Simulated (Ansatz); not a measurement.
A set of 12 reactions (silylene extrusion), with CCSD(T)/CBS values in kJ/mol:

| reaction | ΔE |
| --- | --- |
| `C[SiH2][SiH](F)Cl` → `C[SiH](F)Cl` + `[SiH2]` | 215.0 |
| `C[SiH2]S[SiH3]` → `[SiH3]S` + `C[SiH]` | 303.6 |
| `C[SiH2][SiH](F)Cl` → `C[SiH2]Cl` + `F[SiH]` | 200.8 |
| `CO[Si](C)(N)O` → `CO[Si]N` + CH₃OH | 350.0 |
| `C=[CH][AlH][CH2][SiH3]` → `C=[CH][AlH][CH3]` + `[SiH2]` | 248.5 |
| `CB[SiH2]S` → `CBS` + `[SiH2]` | 177.1 |
| `CC[SiH](F)Br` → HBr + `CC[Si]F` | 304.7 |
| `N[SiH](O)[Si](N)(F)F` → `N[Si](N)(F)F` + `O[SiH]` | 151.6 |
| `B[SiH](C)C` → `BC` + `C[SiH]` | 201.8 |
| `N[SiH](O)[Si](N)(F)F` → `N[Si]F` + `N[SiH](O)F` | 107.6 |
| `FC1([SiH3])C[SiH2]1` → `FC1C[SiH2]1` + `[SiH2]` | 235.5 |
| `BC(F)([SiH3])[SiH3]` → `BC(F)[SiH3]` + `[SiH2]` | 244.4 |

Isolated molecules relaxed with PBE0-D4/def2-TZVP in Ansatz; ΔE leaves out vibrations. CBS: MP2 limit from def2 TZ/QZ plus the TZ coupled-cluster correction, frozen cores. This one scheme is used for every species. Functionals use def2-TZVPP. B3LYP here is the variant with VWN-RPA as its local correlation; programs differ in this. For Br outer-core shells are correlated without core-valence functions, which leaves a few kJ/mol of doubt a bond. Scalar relativity is left out up to krypton. Each species was taken in one conformer, which may not be the lowest.

**Question.** Give the mean, mean absolute and largest difference (level minus CCSD(T)/CBS, kJ/mol) for: PBE-D4, r2SCAN-D4, PBE0-D4, B3LYP-D4, ωB97X-V, B2PLYP, r2SCAN, PBE0, HF/def2-TZVPP, SCS-MP2/def2-TZVPP, CCSD(T)/def2-TZVPP, MP2/def2-QZVPP, SCS-MP2/def2-QZVPP, CCSD/CBS(def2). (Estimate.)

**Answer.** The calculation gave: 
```
             level   mean  mean absolute  largest
            PBE-D4    2.7            8.9    -25.0
         r2SCAN-D4   17.8           17.8     23.4
           PBE0-D4   12.2           12.7     20.8
          B3LYP-D4   -5.8            6.0    -15.5
           ωB97X-V    8.9            8.9     13.2
            B2PLYP   -9.8            9.8    -15.4
            r2SCAN   14.9           14.9     20.7
              PBE0    3.1            5.7    -13.8
     HF/def2-TZVPP  -20.6           20.6    -29.6
SCS-MP2/def2-TZVPP   -2.6            3.2     -6.3
CCSD(T)/def2-TZVPP   -7.4            7.4    -10.4
    MP2/def2-QZVPP   13.7           13.7     20.7
SCS-MP2/def2-QZVPP    2.0            3.1      6.7
    CCSD/CBS(def2)   -3.8            3.9     -6.4
```

The largest T1 diagnostic in the set is 0.016, for `O[SiH]` (customary mark 0.02).

CCSD(T)/CBS is a level of theory with its own doubt, and the functionals carry their triple-zeta basis error, so these figures describe this set and don't rank the functionals.
